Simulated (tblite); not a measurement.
Compound: C5H2NO (doublet state).
Numbering: `[CH:1]#[C:2][c:3]1[c:4][n:5][cH:6][o:7]1` (hydrogens: H8 on C1; H9 on C6)

The geometry is computed with GFN2-xTB (gas phase). This method treats the open shell by occupation alone, without spin polarisation.

Q: What internal coordinates does the optimisation give?

A: 
```tsv
bond	length (Å)
C1≡C2	1.201
C2–C3	1.399
C3–C4	1.367
C4–N5	1.331
N5–C6	1.298
C6–O7	1.336
C3–O7	1.375
C1–H8	1.049
C6–H9	1.071
```

A selection of angles:
```tsv
angle	degrees
C2–C1–H8	179.4
C1–C2–C3	179.8
C2–C3–C4	132.9
C2–C3–O7	121.4
C4–C3–O7	105.7
C3–C4–N5	110.5
C4–N5–C6	105.1
N5–C6–O7	113.8
N5–C6–H9	126.8
O7–C6–H9	119.4
C3–O7–C6	104.9
```

N5 (nitrogen bonded to 2 C) is bent (angle 105.1°). C3 (carbon bonded to 2 C and O) is planar (angles 132.9°, 121.4° and 105.7°, sum 360.0°, 0.00 Å off the plane of its three neighbours). The 7 heavy atoms lie in one plane (0.000 Å rms). C6 (carbon bonded to N, O and H) is planar (angles 126.8°, 119.4° and 113.8°, sum 360.0°, 0.00 Å off the plane of its three neighbours). The 2 C–O bonds span 1.336 Å (C6–O7, aromatic) to 1.375 Å (C3–O7, aromatic), a spread of 0.039 Å. The C–N distances run from 1.298 Å (N5–C6, aromatic) to 1.331 Å (C4–N5, aromatic), a spread of 0.033 Å. The 3 C–C bonds span 1.201 Å (C1≡C2, drawn triple) to 1.399 Å (C2–C3, drawn single), a spread of 0.198 Å.

Point group: Cs (tolerance 0.08 Å). Its GFN2-xTB frequencies are all real (lowest 146 cm⁻¹).

Hardware: Arm Neoverse V2, one thread, no GPU, shared host with 96 logical CPUs at a one-minute load of 52. Cost: under 0.1 s of wall time. That covers the optimisation of the geometry.
